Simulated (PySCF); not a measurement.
## Gas-phase XPS of thiophene-2-boronic acid, computed

Thiophene-2-boronic acid, C4H5BO2S.
Numbering: `[OH:1][B:2]([OH:3])[c:4]1[cH:5][cH:6][cH:7][s:8]1`

Theory: delta-SCF UKS SCAN, pcX-2 on the ionised atom, pcseg-1 elsewhere, spin-free X2C in PySCF. These are vertical core ionisation energies against the vacuum level, from separate self-consistent calculations with and without the core hole.

Question: List the computed XPS lines with their assignment.

Answer: 
| atom(s) | environment | level | binding energy (eV) | above the level's lowest (eV) | count |
| --- | --- | --- | --- | --- | --- |
| O1/O3 | boron-bound oxygen | O 1s | 539.03 | 0.00 | 2 |
| B2 | three-coordinate boron | B 1s | 197.04 | 0.00 | 1 |
| C4 | substituted aromatic carbon | C 1s | 290.26 | 0.00 | 1 |
| C5 | aromatic CH carbon | C 1s | 290.30 | +0.04 | 1 |
| C6 | aromatic CH carbon | C 1s | 290.42 | +0.16 | 1 |
| C7 | aromatic CH next to a ring sulfur | C 1s | 290.75 | +0.49 | 1 |
| S8 | thiophene-type sulfur | S 1s | 2477.90 | 0.00 | 1 |

Lowest listed C 1s: C4, bonded to S (aromatic in the SMILES), C (aromatic in the SMILES) and B. Highest, 0.49 eV above it: C7, bonded to S (aromatic in the SMILES), C (aromatic in the SMILES) and H. The widest gap between neighbouring values is 0.33 eV, between 290.42 and 290.75 eV. The values 290.26 and 290.30 eV lie too close for their order to be trusted.

Question: Which photon wavelength matches the C 1s of C4 threshold?

Answer: λ = hc/E = 12398.42 eV Å / 290.26 eV = 42.715 Å.

Question: Which photon energy gives electrons from C 1s of C4 a kinetic energy of 100 eV, and what is their de Broglie wavelength?

Answer: hν = 290.26 + 100 = 390.26 eV, recoil neglected; λ = 12.264 Å/√(E/eV) = 1.23 Å.

One atom of each set of topologically equivalent atoms was ionised and stands for the set; in this conformer not all members are related by symmetry, and their own values weren't computed. Not every level is listed. One conformer (not necessarily the lowest) at the PBE0-D3(BJ)/def2-SVP geometry, without solvent, vibrations or thermal averaging.

Shape of the structure used: `[OH:1][B:2]([OH:3])[c:4]1[cH:5][cH:6][cH:7][s:8]1`: O1–B2–C4–C5 180°, H–O1–B2–O3 180°, H–O3–B2–O1 0°.
